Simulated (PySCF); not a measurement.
**How the functional moves excitation energies**

Compound: CH3Br.
SMILES: `CBr`

Linear-response calculations in the def2-SVPD basis (PySCF; singlets by full response, triplets Tamm–Dancoff, core orbitals frozen in the response; HF means time-dependent Hartree–Fock). 'Strongest' is the level of largest summed f among the singlets computed (10 roots, of which the last may lack a degenerate partner); it can jump between rows when another state enters that window. S1 is the lowest singlet of each run and needn't be the same state throughout; f(S1) is that of one state. Isolated species at its PBE0-D3(BJ)/def2-SVP geometry, gas phase. Relativistic effects, spin–orbit coupling among them, are left out although an element past zinc is present.

| functional | kind | S1 (eV) | f(S1) | strongest (eV) | T1 (eV) | HOMO (eV) | gap (eV) | ionisation energy, ΔSCF (eV) |
| --- | --- | --- | --- | --- | --- | --- | --- | --- |
| LDA | LDA | 5.83 | 0.002 | 8.14 | 5.29 | -6.80 | 5.50 | 10.73 |
| B3LYP | global hybrid, 20% exact exchange | 6.03 | 0.002 | 8.41 | 5.43 | -7.73 | 7.21 | 10.68 |
| PBE0 | global hybrid, 25% exact exchange | 6.20 | 0.002 | 8.67 | 5.53 | -7.99 | 7.77 | 10.65 |
| BHandHLYP | global hybrid, 50% exact exchange | 6.42 | 0.001 | 8.99 | 5.74 | -9.13 | 9.68 | 10.60 |
| CAM-B3LYP | range-separated hybrid | 6.19 | 0.002 | 8.77 | 5.55 | -9.34 | 10.00 | 10.72 |
| wB97X-D | range-separated hybrid | 6.31 | 0.002 | 8.95 | 5.67 | -9.89 | 11.38 | 10.69 |
| LC-wPBE | range-separated hybrid | 6.44 | 0.001 | 9.33 | 5.71 | -10.76 | 12.54 | 10.75 |
| HF | Hartree–Fock | 6.99 | 0.001 | 9.51 | 6.17 | -10.97 | 13.21 | not settled |

Problem. What does PBE (GGA) give?

Solution. S1 (eV) 5.83, f(S1) 0.002, strongest (eV) 8.02, T1 (eV) 5.23, HOMO (eV) -6.69, gap (eV) 5.53, ionisation energy, ΔSCF (eV) 10.53. S1 runs from 5.83 eV (PBE) to 6.99 eV (HF), a spread of 1.17 eV, while the orbital gap spreads over 7.7 eV. Along PBE (0%), B3LYP (20%), PBE0 (25%), BHandHLYP (50%), HF (100%) S1 rises with the share of exact exchange. −ε(HOMO) comes closest to its own ΔSCF ionisation energy with LC-wPBE (+0.01 eV) and misses most with LDA (-3.94 eV). 'Not settled' means that the ion's SCF failed to converge or may have ended in another state than the lowest.
